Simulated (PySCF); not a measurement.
## [SeH5]-, singlet: structure and spectrum

Level of theory: PySCF, PBE0, basis Se def2-TZVPD, H def2-TZVPD (no relativity, density fitting).

The structure is a minimum.

Z-matrix (Å, degrees; charge -1 multiplicity 1):
```
Se
H  1 1.4504
H  1 1.7573 2 84.61
H  1 1.7573 2 84.61 3 -90.00
H  1 1.7573 2 84.61 3 180.00
H  1 1.7573 2 84.61 3 90.00
```

```json
{
 "Point group": "C4v",
 "Bond lengths": "Se–H 1.450 Å, Se–H 1.757 Å (×4)",
 "Bond angles": "H–Se–H 84.6° (×4), H–Se–H 89.5° (×4), H–Se–H 169.2° (×2)",
 "Principal quadrupole moments (Buckingham, traceless) about the centre of mass": "-7.50, -7.50, 15.00 D Å",
 "Highest occupied level": "0.12 eV",
 "Heat capacity Cp at 298.15 K": "57.4 J/(mol K)",
 "Rotational constants": "2.02, 2.02, 1.366 cm⁻¹",
 "Principal polarisabilities": "56.7, 142.9, 142.9 bohr³",
 "Entropy at 298.15 K and 1 bar": "237.8 J/(mol K)",
 "Lowest empty level": "3.93 eV",
 "Zero-point energy": "78.2 kJ/mol",
 "Dipole moment about the centre of mass": "0.76 D",
 "Rotational symmetry number": "4",
 "Enthalpy at 298.15 K above 0 K": "11.87 kJ/mol"
}
```

Harmonic modes (masses in u: Se 79.917, H 1.008):
```tsv
symmetry	ω (cm⁻¹)	IR (km/mol, summed over degenerate members)	type
e	601	3909	mixed
b2	620	0.0	bend
b1	875	0.0	bend
a1	890	138	bend
e	932	2739	mixed
e	1086	2673	mixed
a1	1445	0.3	stretch
b1	1499	0.0	stretch
a1	2504	13.0	stretch
```

In C4v the vibrations span 3e + b2 + 2b1 + 3a1. The b1, b2 modes carry no infrared intensity, as symmetry demands.

Charges (e); Mulliken and Löwdin values are unreliable with diffuse functions:
```json
{"atom": "Se1", "Mulliken": "-1.42", "Löwdin": "-0.01", "polar tensor": "1.53", "Mayer order to Se1": "–"}
{"atom": "H2", "Mulliken": "0.22", "Löwdin": "-0.15", "polar tensor": "-0.07", "Mayer order to Se1": "0.83"}
{"atom": "H3,4,5,6", "Mulliken": "0.05", "Löwdin": "-0.21", "polar tensor": "-0.61", "Mayer order to Se1": "0.96"}
```

Mulliken populations on Se1: s 8.56, p 15.86, d 10.99, f 0.01.

Outer orbital energies (eV). occupied: -15.54, -6.34, -6.07, -6.07, -0.91, 0.12; empty: 3.93, 3.93, 3.96, 4.04.

The highest occupied level lies above zero, a sign of self-interaction error or too small a basis; response properties are unreliable. Only a few start shapes were tried, so a lower isomer may exist. The lowest empty level of this anion is unbound, so it and the gap depend on the basis.

The final relaxation and frequency run took of the order of 50 core-seconds on a shared host.
